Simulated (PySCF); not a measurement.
Computed shifts of a molecule C3H7BO2, PBE0/pcSseg-1 (PySCF), GIAO, gas phase, equivalent atoms averaged, in ppm (number of nuclei): ¹³C: 166.1 (1), 11.8 (1), 10.7 (1). ¹H: 8.42 (1), 1.20 (3), 1.01 (3). References: ¹³C against TMS (σ = 186.3 ppm); ¹¹B against BF3 (σ = 88.8 ppm); ¹⁷O against H2O (σ = 334.2 ppm); ¹H against TMS (σ = 31.56 ppm), references at their B3LYP-D3(BJ)/def2-TZVP geometries, non-relativistic. The structure is a stationary point at B3LYP-D3(BJ)/def2-SVP. One conformer was computed; it need not be the lowest.

Which structure fits?
(A) CB(O)C(C)=O
(B) C=COB(C)O
(C) OB1CCOC1
(D) CB(C)OC=O

D, CB(C)OC=O
